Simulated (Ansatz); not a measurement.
## Ligand exchange: C2H8InN + C2H8OSi → C2H7InO + C2H9NSi

Species: C2H8InN `C[CH2][InH][NH2]`, singlet; C2H8OSi `CC[SiH2]O`, singlet; C2H7InO `C[CH2][InH][OH]`, singlet; C2H9NSi `CC[SiH2]N`, singlet. The partners trade NH2 for OH: In–NH2 and Si–OH bonds give way to In–OH and Si–NH2.

Shapes, held fixed at every level: PBE0-D4/def2-TZVP. Flexible molecules stand in one conformer, not always the lowest. Programs: Ansatz 0.2.0. The zero-point and thermal change to 298 K, harmonic and unscaled (PBE0-D4/def2-TZVP), is +0.2 kJ/mol.

```tsv
level	kind	ΔH(298 K) (kJ/mol)	less CCSD(T)/def2-TZVPP
r2SCAN-D4/def2-TZVPP	meta-GGA	+21.5	-4.5
B3LYP-D4/def2-TZVPP	global hybrid	+22.3	-3.7
wB97X-V/def2-TZVPP	range-separated hybrid	+23.1	-2.9
B2PLYP/def2-TZVPP	double hybrid	+22.5	-3.5
MP2/def2-TZVPP	perturbation theory	+26.9	+0.9
CCSD/def2-TZVPP	coupled cluster or CI	+26.6	+0.6
CCSD(T)/def2-TZVPP	coupled cluster or CI	+26.0	0.0
```

The highest level, CCSD(T)/def2-TZVPP, gives ΔH(298 K) = +26.0 kJ/mol; the levels span +21.5 to +26.9. The column of differences is taken from that level and isn't an error. No measured value is set beside it here. For atoms past krypton def2 sets carry core potentials with scalar relativity. Outer-core shells of In are correlated, in sets that cover them unevenly.
